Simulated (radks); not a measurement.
Values are calculated unless marked as measured or tabulated.
Removal energies from the vanadium ion V8+, [Ne] 3s2 3p3, by Delta-SCF beside the eigenvalue of the level emptied. Code: a radial shooting solver on a logarithmic mesh with Libxc functionals. Model: scalar-relativistic Kohn-Sham, PBEsol, spin-polarised, spherical densities, finite nucleus; Fermi nuclear charge, rms radius of each element as measured or else 0.836 A^(1/3) + 0.57 fm. Open shells are filled with parallel spins first.

| removed from | final configuration | Delta-SCF (eV) | -eigenvalue (eV) |
|---|---|---|---|
| 3p | [Ne] 3s2 3p2 | 204.32 | 191.84 |
| 3s | [Ne] 3s1 3p3 | 223.30 | 212.31 |
| 2p | [He] 2s2 2p5 3s2 3p3 | 709.81 | 675.08 |
| 2s | [He] 2s1 2p6 3s2 3p3 | 804.30 | 773.61 |
